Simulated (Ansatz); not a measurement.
All numbers were calculated with Ansatz.

A structure relaxed at PBE0-D4/def2-TZVP, charge 0, multiplicity 1:

| atom | x (Å) | y (Å) | z (Å) |
| --- | --- | --- | --- |
| O1 | 0.682 | 1.315 | 1.491 |
| Si2 | -0.306 | 0.312 | 0.607 |
| Si3 | 0.859 | -1.698 | 0.318 |
| Ga4 | -0.995 | 1.223 | -1.522 |
| H5 | 0.461 | 2.247 | 1.504 |
| H6 | -1.553 | -0.016 | 1.373 |
| H7 | 1.318 | -2.266 | 1.614 |
| H8 | 2.043 | -1.500 | -0.562 |
| H9 | -0.055 | -2.673 | -0.340 |
| H10 | -0.682 | 2.718 | -1.917 |
| H11 | -1.772 | 0.337 | -2.565 |

Question: Give its formula and SMILES.

Answer: GaH7OSi2, `O[SiH]([SiH3])[GaH2]`.

Question: Summarise the bond lengths by kind.

Answer: 1 × O–Si 1.664 Å; 1 × H–O 0.958 Å; 1 × Si–Si 2.341 Å; 1 × Ga–Si 2.416 Å; 4 × H–Si 1.488 to 1.500 Å; 2 × Ga–H 1.574 to 1.577 Å.
